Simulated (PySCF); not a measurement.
Vertical excitations of a molecule C3H2F4 from TDA-LC-ωPBE/def2-SVPD run with PySCF, as energy in eV (oscillator strength): 8.10 (0.503), 8.62 (0.041), 8.80 (0.000), 9.04 (0.018), 9.61 (0.001), 10.11 (0.001), 10.49 (0.006), 11.15 (0.031), 11.17 (0.021), 11.18 (0.012). Lowest triplet (TDA): 4.12 eV. Geometry optimised at B3LYP-D3(BJ)/def2-SVP. One conformer was computed; it need not be the lowest.

Question: Identify the compound among the candidates.
(A) F/C=C/C(F)(F)F
(B) F[C@H]1[C@H](F)C1(F)F
(C) C=C(F)C(F)(F)F
(D) FC1(F)CC1(F)F

Answer: C, C=C(F)C(F)(F)F
